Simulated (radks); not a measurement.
Species: Cl7+. Configuration: [He] 2s2 2p5 5p1 (not the ground configuration). Calculated with a radial shooting solver on a logarithmic mesh with Libxc functionals: Dirac Kohn-Sham, PBE, spin-unpolarised, spherical densities, point nucleus; open shells fill j = l - 1/2 first.

Normalised radial functions P(r) = r R(r) (large component), r in bohr:

| r | 5p1/2 | 5p3/2 |
|---|---|---|
| 0.009666 | 0.0029 | 0.0027 |
| 0.01259 | 0.0047 | 0.0044 |
| 0.01639 | 0.0077 | 0.0073 |
| 0.02134 | 0.0123 | 0.0118 |
| 0.02779 | 0.0196 | 0.0190 |
| 0.03618 | 0.0307 | 0.0299 |
| 0.04712 | 0.0472 | 0.0463 |
| 0.06135 | 0.0706 | 0.0696 |
| 0.07989 | 0.1021 | 0.1010 |
| 0.104 | 0.1409 | 0.1398 |
| 0.1355 | 0.1826 | 0.1818 |
| 0.1764 | 0.2168 | 0.2165 |
| 0.2297 | 0.2255 | 0.2261 |
| 0.2991 | 0.1855 | 0.1871 |
| 0.3894 | 0.0781 | 0.0807 |
| 0.5071 | -0.0896 | -0.0868 |
| 0.6603 | -0.2609 | -0.2592 |
| 0.8597 | -0.3220 | -0.3227 |
| 1.119 | -0.1592 | -0.1624 |
| 1.458 | 0.1915 | 0.1881 |
| 1.898 | 0.4304 | 0.4302 |
| 2.472 | 0.1947 | 0.1984 |
| 3.218 | -0.3687 | -0.3651 |
| 4.191 | -0.6465 | -0.6462 |
| 5.457 | -0.3886 | -0.3902 |
| 7.106 | -0.0995 | -0.1003 |
| 9.252 | -0.0097 | -0.0098 |
| 12.05 | -0.0003 | -0.0003 |

5p1/2: eigenvalue -38.388 eV, 3 radial nodes at r = 0.444, 1.27, 2.72 bohr, <r> = 3.93 bohr, 90 % of the charge inside 5.44 bohr. 5p3/2 (empty): eigenvalue -38.331 eV, 3 radial nodes at r = 0.446, 1.28, 2.73 bohr, <r> = 3.93 bohr, 90 % of the charge inside 5.45 bohr.
